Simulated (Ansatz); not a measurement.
Ansatz (a quantum-chemistry and plane-wave program) input (CCSD(T)/STO-3G):

Ansatz 0.2 input:
```yaml
crystal:
  periodic: [false, false, false]
  atoms:
    - {symbol: Si, position_ang: [-0.01118319, 0.08426777, -0.15036363]}
    - {symbol: C, position_ang: [1.76412864, 0.26289456, -0.63804851]}
    - {symbol: C, position_ang: [-1.00875104, -1.08044742, -1.18466199]}
    - {symbol: C, position_ang: [-0.86598730, 1.65102093, 0.33550737]}
    - {symbol: N, position_ang: [0.11412378, -0.85994745, 1.53445174]}
    - {symbol: H, position_ang: [1.81911512, 0.79165956, -1.59330717]}
    - {symbol: H, position_ang: [2.25640857, -0.70171685, -0.77784732]}
    - {symbol: H, position_ang: [2.33738333, 0.84755599, 0.08438382]}
    - {symbol: H, position_ang: [-1.14667587, -0.64513973, -2.17794894]}
    - {symbol: H, position_ang: [-2.00418777, -1.25575009, -0.77146336]}
    - {symbol: H, position_ang: [-0.51240143, -2.04308724, -1.32365855]}
    - {symbol: H, position_ang: [-1.86163355, 1.47170935, 0.74647488]}
    - {symbol: H, position_ang: [-0.99397994, 2.27635892, -0.55202028]}
    - {symbol: H, position_ang: [-0.28887244, 2.23364505, 1.05651084]}
    - {symbol: H, position_ang: [0.64860411, -0.33280768, 2.22676805]}
    - {symbol: H, position_ang: [0.57370705, -1.76579728, 1.42925309]}
    - {symbol: H, position_ang: [-0.80611080, -1.03755503, 1.94000236]}
basis:
  gaussian:
    orbitals: STO-3G
total_charge: 1
magnetization: {spin_polarized: false}
correlation: {method: ccsd_t, electrons: outside_noble_gas}
```

Output:

```
Functional definition: HF
integrals: 0.01 GiB planned
545 factors; integrals over basis functions are off by at most 3.4e-5 eV
mean field: 0.13 GiB planned
mean field evaluation 1: about -12475.6558 eV, gradient 1.4e1 eV
mean field evaluation 2: about -12475.8241 eV, gradient 1.4e1 eV
mean field evaluation 4: about -12476.6210 eV, gradient 9.4e-1 eV
mean field evaluation 8: about -12476.6243 eV, gradient 7.0e-7 eV
mean field evaluation 16: about -12476.6243 eV, gradient 1.1e-6 eV
mean field -12476.62425610 eV, -458.5074844520 hartree, gradient 1.1e-6 eV, S^2 0.000000; 0 other end points of the search recorded, 0 dependent functions left out
9 core orbitals not correlated
reference -12476.62425610 eV, -458.5074844520 hartree; 16, 16 occupied and 16, 16 virtual orbitals, 545 factors
second order -6.84245384 eV of doubles, -0.00000000 eV of singles
coupled cluster: 0.07 GiB planned
cycle   1  -8.25845775 eV  change    -1.4e0 eV  update   8.4e-2
cycle   2  -8.91589767 eV  change   -6.6e-1 eV  update   3.1e-2
cycle   3  -8.95790925 eV  change   -4.2e-2 eV  update   5.1e-3
cycle   4  -8.96368544 eV  change   -5.8e-3 eV  update   1.5e-3
cycle   5  -8.96361138 eV  change    7.4e-5 eV  update   3.2e-4
cycle   6  -8.96358452 eV  change    2.7e-5 eV  update   5.7e-5
cycle   7  -8.96360769 eV  change   -2.3e-5 eV  update   1.6e-5
perturbative correction -0.05972438 eV, -0.0021948304 hartree
Total energy: -12485.64758817 eV, -458.8390857894 hartree
```

It need not be the lowest isomer of its formula.
